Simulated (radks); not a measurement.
Numerical settings for neutral scandium, [Ar] 3d1 4s2. All-electron calculation, non-relativistic Kohn-Sham, PBE, spin-polarised, spherical densities, point nucleus; open shells are filled with parallel spins first. Program: a radial shooting solver on a logarithmic mesh with Libxc functionals. The defaults (mesh step 0.008 in ln r, mesh end at 40 bohr or more with all orbitals vanishing there, Anderson mixing 0.5 over 9 steps, residual threshold near 1e-9 with the energy settled to 1e-9 hartree or 1e-11 of itself, here a cap of 68 iterations) give E = -760.3909 hartree and 3d at -3.651 eV in 14 iterations. Run on one thread of a shared host, so times are rough (Arm Neoverse V2): 0.12 s of CPU time, 0.12 s wall, 14 iterations on 2669 mesh points. Changes against that run (0 stands for a change within the tolerance of the run):

setting	iterations	converged	E (mhartree)	e(3d) (meV)	CPU (s)
mesh step in ln r 0.2	4	no	diverged	-	0.01
mesh step in ln r 0.03	14	yes	0	0	0.04
mesh step in ln r 0.12	4	no	diverged	-	0.01
mesh end (bohr) 12	14	yes	+0.186	+18.5	0.11
mesh end (bohr) 2	13	level above zero	+1.21e+04	+5.34e+04	0.09
residual threshold 1e-05	8	yes	0	+0.0706	0.09
residual threshold 1e-16	68	no	0	0	0.32
mixing 1.5	14	yes	0	0	0.13
linear mixing, mixing 0.05	68	no	+0.0453	-90.7	0.49
linear mixing, mixing 0.2	68	no	0	0	0.42
mixing history 2	21	yes	0	0	0.16
iteration cap 8	8	no	0	-0.0366	0.08

Settled on a wrong energy, with an occupied level pushed above zero by the early mesh end: mesh end (bohr) 2 (+12.1 hartree). Apart from these: no run marked as converged misses the energy by more than 1 mhartree. A mesh that ends early acts as a hard wall.
